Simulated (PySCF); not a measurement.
Atom-mapped SMILES (the numbers label the heavy atoms): `[CH3:1][O:2][C:3]1=[CH:4][CH:5]=[CH:6][SiH2:7]1` (H(Xn): hydrogen on atom n).

Geometry: GFN2-xTB; GIAO absolute shieldings from PySCF 2.14.0 with density-fitted response routines, gas phase, non-relativistic, averaged over equivalent atoms.

At BLYP/pcseg-1 (142 basis functions, 26 s wall time on 1 thread of an Arm Neoverse V1, shared host):
```tsv
atoms	σ (ppm)
C3	12.2
C5	39.0
C4	77.2
C6	80.0
C1	129.4
O2	192.3
Si7	384.4
H(C5)	24.92
H(C4)	26.39
H(C6)	26.80
H(Si7)	27.48
H(C1)	28.01
```

Question: Predict the values at X3LYP/pcSseg-1 on the same geometry.

Answer: 
```tsv
atoms	σ at X3LYP/pcSseg-1	change
C3	-2.2	-14.4
C5	23.7	-15.3
C4	66.1	-11.1
C6	67.6	-12.4
C1	123.2	-6.2
O2	199.7	+7.4
Si7	393.9	+9.5
H(C5)	24.79	-0.13
H(C4)	26.23	-0.16
H(C6)	26.68	-0.12
H(Si7)	27.36	-0.12
H(C1)	28.02	+0.01
```

The largest change is at C5 (alkene CH). Cost: 166 basis functions, 23 s wall time on 1 thread of an Arm Neoverse V1, shared host. The order of the carbon signals is the same at both levels.
